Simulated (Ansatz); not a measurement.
Mulliken charges of `CB(F)C=O` from PBE/def2-TZVPP in Ansatz (PBE0-D4/def2-TZVP geometry).

```tsv
atom	x (Å)	y (Å)	z (Å)	charge (e)
C1	1.110	-0.203	0.565	-0.350
B2	0.104	0.114	-0.572	0.272
F3	0.508	0.381	-1.799	-0.168
C4	-1.495	0.151	-0.332	0.038
O5	-2.282	0.343	-1.226	-0.189
H6	2.143	-0.286	0.228	0.116
H7	0.825	-1.121	1.092	0.115
H8	1.055	0.589	1.324	0.116
H9	-1.881	-0.015	0.703	0.050
```

**Question.** By hand: the dipole of these point charges (1 e Å = 4.8032 D).

**Answer.** Σ q r = (0.301, -0.116, 0.509) e Å, of length 0.603 e Å = 2.90 D.

**Question.** How does the dipole of the full density compare? (Estimate.)

**Answer.** Ansatz gave: (0.366, -0.119, 0.535) e Å, 3.17 D; the point charges give 0.91 times that, at 4° from its direction.

Point charges leave out the atoms' own dipoles, such as those of lone pairs, and Mulliken's split depends on the basis, so the close match here is no proof of good charges.
